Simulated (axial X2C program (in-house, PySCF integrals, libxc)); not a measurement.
# Ionising the radicals of a process plasma

Calculated with an in-house all-electron X2C program for linear molecules (integrals from PySCF), spin-free (one-electron X2C) or two-component (2c: spin–orbit coupling with atomic mean-field Coulomb and Gaunt terms, which also bring small scalar terms), in Dyall basis sets with cores contracted in-house; open shells are unrestricted.

Level PBE0, 2c. Basis sets: Al dyall-v3z, B dyall-v3z, C dyall-v3z, Cl dyall-av3z, F dyall-av3z, H dyall-v3z, In dyall-cv3z, Mo dyall-cv3z, P dyall-v3z, Ru dyall-cv3z, S dyall-av3z, Se dyall-cv3z, Si dyall-v3z.

```csv
species,state,ion state,adiabatic IE with zero-point terms (eV),D0 (eV),D0 of the ion (eV)
Al₂,"Ω = 1 (⟨Sz⟩ = 1.00, ⟨Lz⟩ = 0.00 at PBE0)","Ω = 1/2 (⟨Sz⟩ = 0.50, ⟨Lz⟩ = 0.00 at PBE0)",5.95,1.45,1.59
MoH,"Ω = 5/2 (⟨Sz⟩ = 2.50, ⟨Lz⟩ = 0.00 at PBE0)","Ω = 2 (⟨Sz⟩ = 2.00, ⟨Lz⟩ = 0.00 at PBE0)",7.71,n/a,n/a
RuF,"Ω = 9/2 (⟨Sz⟩ = 1.52, ⟨Lz⟩ = 2.98 at PBE0)","Ω = 4 (⟨Sz⟩ = 1.99, ⟨Lz⟩ = 2.01 at PBE0)",7.99,n/a,n/a
PS,"Ω = 1/2 (⟨Sz⟩ = -0.50, ⟨Lz⟩ = 1.00 at PBE0)",Ω = 0 (closed shell),8.09,4.32,6.61
SiP,"Ω = 3/2 (⟨Sz⟩ = 0.50, ⟨Lz⟩ = 1.00 at PBE0)","Ω = 1 (⟨Sz⟩ = 1.00, ⟨Lz⟩ = 0.00 at PBE0)",8.71,3.52,n/a
SiB,"Ω = 3/2 (⟨Sz⟩ = 1.50, ⟨Lz⟩ = 0.00 at PBE0)","Ω = 2 (⟨Sz⟩ = 1.00, ⟨Lz⟩ = 1.00 at PBE0)",9.00,3.47,n/a
InCl,Ω = 0 (closed shell),"Ω = 1/2 (⟨Sz⟩ = 0.50, ⟨Lz⟩ = 0.00 at PBE0)",9.40,n/a,0.77
BSe,"Ω = 1/2 (⟨Sz⟩ = 0.50, ⟨Lz⟩ = 0.00 at PBE0)","Ω = 2 (⟨Sz⟩ = 1.00, ⟨Lz⟩ = 1.00 at PBE0)",10.41,4.95,n/a
PC,"Ω = 1/2 (⟨Sz⟩ = 0.50, ⟨Lz⟩ = 0.00 at PBE0)","Ω = 2 (⟨Sz⟩ = 1.00, ⟨Lz⟩ = 1.00 at PBE0)",10.82,5.16,n/a
```

Which of these can a metastable argon atom (³P2, 11.55 eV, NIST) ionise on energy grounds?

At PBE0, 2c, IE lies below 11.55 eV for Al₂, MoH, RuF, PS, SiP, SiB, InCl, BSe, PC.

Which of these can a metastable xenon atom (³P2, 8.32 eV, NIST) ionise on energy grounds?

At PBE0, 2c, IE lies below 8.32 eV for Al₂, MoH, RuF, PS. Within the error of the method (some tenths of an eV) the answer is open for RuF, PS.

Give the threshold for dissociative ionisation to the lowest fragments, IE + D0(ion).

At PBE0, 2c: Al₂ → Al+ + Al: 7.54 eV; PS → S+ + P: 14.70 eV; InCl → In+ + Cl: 10.17 eV.

Each entry is the lowest single determinant of a limited PBE0 search at one distance. De goes to single-determinant-based atoms at the same level (for ions the charge split of lowest energy) and is withheld (n/a) where an atom does not fit its ground term or J level. Main or longest-lived isotopes. One determinant is a doubtful description, or other states lie close, for Al₂, MoH, MoH⁺, RuF, RuF⁺, PS, SiP, SiP⁺, SiB, SiB⁺, BSe⁺, PC, PC⁺; these need not be ground states, and all values refer to the states named. Some open-shell Ω = 0 determinants are out of reach, so the Ω given for Al₂, MoH⁺, RuF⁺, SiP⁺, SiB⁺, BSe⁺, PC⁺ need not be the lowest component. With several unpaired electrons the Ω given is that of one determinant, not necessarily of the lowest component. Some light 2c atoms are not at their ground J level, so De misses part of their lowering (0.04 eV or less). The functionals have no current term, which raises determinants with orbital currents. These values were not checked against measured ones; errors of some tenths of an eV are usual, and D0 of doubtful transition-metal species is not given.
